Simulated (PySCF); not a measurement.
PySCF 2.14 output of a UHF calculation on a single atom or ion in aug-cc-pVTZ-PP with ECP28MDF, with scalar relativity through the core potential:

```
SCF conv_tol = 1e-09
number electrons alpha = 6  beta = 4
cycle= 1 E= -45.6636718888524  delta_E= -0.00686  |g|= 0.0286  |ddm|= 0.0571
cycle= 2 E= -45.6640220636963  delta_E= -0.00035  |g|= 0.00685  |ddm|= 0.0136
cycle= 3 E= -45.6640458003866  delta_E= -2.37e-05  |g|= 0.000485  |ddm|= 0.00809
cycle= 4 E= -45.6640460879926  delta_E= -2.88e-07  |g|= 8.47e-05  |ddm|= 0.00125
cycle= 5 E= -45.6640460941493  delta_E= -6.16e-09  |g|= 1.31e-05  |ddm|= 0.000341
cycle= 6 E= -45.6640460942603  delta_E= -1.11e-10  |g|= 1.6e-06  |ddm|= 5.02e-05
converged SCF energy = -45.6640460942603  <S^2> = 2.0049882  2S+1 = 3.0033236
```

The run itself started from symmetry-adapted Hartree-Fock orbitals and held the occupation by maximum overlap, so the iterations belong to that start.

Problem. Which element, charge and spin multiplicity is this?

Solution. Zr²⁺ (zirconium, charge +2), multiplicity 3; the state was [Kr] 4d2, high-spin 3F determinant.

Energies and moments cover only the electrons outside the core potential.
